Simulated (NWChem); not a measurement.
System: ScF2 cation; SMILES [F][Sc+][F]

```xyz
3

Sc     0.0000     0.0000    -0.7890
F     -1.4577     0.0000     0.1750
F      1.4577     0.0000     0.1750
```
Atoms are numbered in this order, from 1.

Level: PBE0/def2-SVP (NWChem); excitation at 532 nm, off resonance, unscaled harmonic frequencies. All runs use the structure optimised with PBE0/def2-SVP. This spin state was assumed; another may lie lower.

Q: Give the Raman lines with relative activities.

A: 
```json
[
 {"wavenumber (cm⁻¹)": "180", "relative intensity": "15"},
 {"wavenumber (cm⁻¹)": "831", "relative intensity": "100"},
 {"wavenumber (cm⁻¹)": "859", "relative intensity": "14"}
]
```
